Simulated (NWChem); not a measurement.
Atomisation of thiourea (CH₄N₂S)

```
C
N 1 1.3652
H 2 1.0123 1 115.81
H 2 1.0148 3 116.97 1 -151.78
N 1 1.3652 2 115.01 3 -171.55
H 5 1.0123 1 115.81 2 -171.55
H 5 1.0148 6 116.97 1 -151.78
S 1 1.6688 2 122.49 3 8.45
```
Charge 0, spin multiplicity 1.

Everything below was run with NWChem. The geometry was optimised at B3LYP/def2-SVP, a minimum by its harmonic frequencies. It is one conformer; others weren't searched.

Basis set: def2-TZVP. The atomisation energy is electronic alone: no zero-point, thermal, spin-orbit or counterpoise terms. No value is extrapolated to the basis-set limit. Free atoms are single determinants with multiplicities N 4, C 3, S 3, H 2.

B3LYP has NWChem's definition, with VWN1-RPA local correlation. No SCF solution was tested for a lower state. Open-shell Hartree-Fock references start from PBE0 orbitals.

### Question
One of these methods gave an atomisation energy of 701.1 kcal/mol. Which?
A. LDA (SVWN5)
B. HF
C. PBE0
D. B3LYP

### Answer
C, PBE0. The others give 447.0 (HF), 827.4 (LDA (SVWN5)), 696.6 (B3LYP).
